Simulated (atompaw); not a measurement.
**In: one change to a PAW (atompaw) potential, before and after**

In, PAW, made with atompaw 4.2.0.5 (LDA (PW92), scalar-relativistic). Core [Ar] 3d10, reference 4s2 4p6 4d10 5s2 5p1. Waves: 4s (bound); 5s (bound); 4p (bound); 5p (bound); 4d (bound); 4d channel at -0.95 Ry. Local part: bessel scheme, radius 1.05 bohr. Core correction: smooth core density matched at 1.15 bohr. Augmentation charge: gaussian compensation charge, radius 1.45 bohr; PAW radius 1.60 bohr; waves and projectors: bloechl.

All-electron outer shells of the reference configuration (LDA (PW92), scalar-relativistic, ld1.x):

```
shell  level (eV)  outermost node (bohr)  outermost maximum (bohr)
   3p     -648.73                   0.14                      0.31
   3d     -433.01                      –                      0.26
   4s     -119.47                   0.41                      0.77
   4p      -78.05                   0.42                      0.82
   4d      -18.72                   0.40                      0.94
   5s       -8.48                   1.02                      2.13
   5p       -2.70                   1.14                      2.85
```

Change: wave 4d channel at -0.95 Ry becomes 4d channel at 7.76 Ry.

Cutoffs: the cutoffs (Ry, on a coarse ladder) from which the occupation-weighted sum of valence levels, in a spherical-Bessel basis at the reference potential, stays within 10 and 1 mRy of its value at 400 Ry; they do not see the model core or the augmentation charge, which bear on the density cutoff.

Q: What does the change do?

A: The potential gets neither clearly harder nor softer (70 Ry and 80 Ry → 70 Ry and 90 Ry); the range in which the d phases agree widens (upper end 1.2 → at the end of the scan); neither file shows a bound ghost.

| quantity | base | changed |
| --- | --- | --- |
| cutoff, loose | 70 Ry | 70 Ry |
| cutoff, tight | 80 Ry | 90 Ry |
| loose cutoff by channel (10 mRy a level) | s 35 Ry, p 45 Ry, d 50 Ry | s 35 Ry, p 45 Ry, d 55 Ry |
| bound ghosts | none | none |
| s: phases at 1.60 bohr within 0.05 rad from the reference energy up to (Ry; the scan ends near 5) | to the end of the scan | to the end of the scan |
| p: phases at 1.60 bohr within 0.05 rad from the reference energy up to (Ry; the scan ends near 5) | to the end of the scan | to the end of the scan |
| d: phases at 1.60 bohr within 0.05 rad from the reference energy up to (Ry; the scan ends near 5) | 1.2 | to the end of the scan |
| lowest overlap eigenvalue by channel | s 0.44, p 0.70, d 0.00 | s 0.44, p 0.70, d 0.96 |

 The cutoffs see the waves, projectors and local potential, not the compensation charge or the core.
